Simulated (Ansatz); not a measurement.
Input file for Ansatz (a first-principles code): R-PBE/def2-TZVPPD on C2H7ClO (a complex), monomers drawn apart or pushed together. Files ending in .json are basis or fitting sets from the Basis Set Exchange.

Ansatz 0.2 input:
```yaml
crystal:
  periodic: [false, false, false]
  atoms:
    - {symbol: Cl, position_ang: [-0.42479100, 0.48822500, 0.35487020]}
    - {symbol: H, position_ang: [-1.11214659, 0.83490298, -0.67175917]}
    - {symbol: C, position_ang: [0.39520906, -1.69441798, 5.83449047]}
    - {symbol: O, position_ang: [1.34437035, -0.71285506, 5.48056406]}
    - {symbol: C, position_ang: [1.09947014, 0.52574127, 6.10948504]}
    - {symbol: H, position_ang: [-0.61903316, -1.39191078, 5.54440139]}
    - {symbol: H, position_ang: [0.40722812, -1.88965466, 6.91491637]}
    - {symbol: H, position_ang: [0.65800910, -2.60786592, 5.30345384]}
    - {symbol: H, position_ang: [0.11663711, 0.92715016, 5.83154239]}
    - {symbol: H, position_ang: [1.87161423, 1.21779818, 5.77736625]}
    - {symbol: H, position_ang: [1.14412304, 0.43371847, 7.20269944]}
basis:
  gaussian:
    orbitals: def2-TZVPPD.json
hamiltonian:
  xc: {name: PBE}
scf: {lower_state_search: off}
```

The head of its log:

```
WARN ansatz: RAYON_NUM_THREADS=1 ignored (pool sized by the plan → 1); use --threads N
Functional definition: PBE
these checks for a lower state are left out or cut short: stability, starts, cluster_reference, orbital_swaps, neighbouring_geometries, increment
integrals: 0.19 GiB planned
1269 factors; their error is unknown
mean field: 1.41 GiB planned
mean field evaluation 1: about -16739.8520 eV, gradient 6.4e1 eV
mean field evaluation 2: about -16670.0962 eV, gradient 1.5e2 eV
```

Task: Predict the final total energy.

Result: -615.5208 hartree.
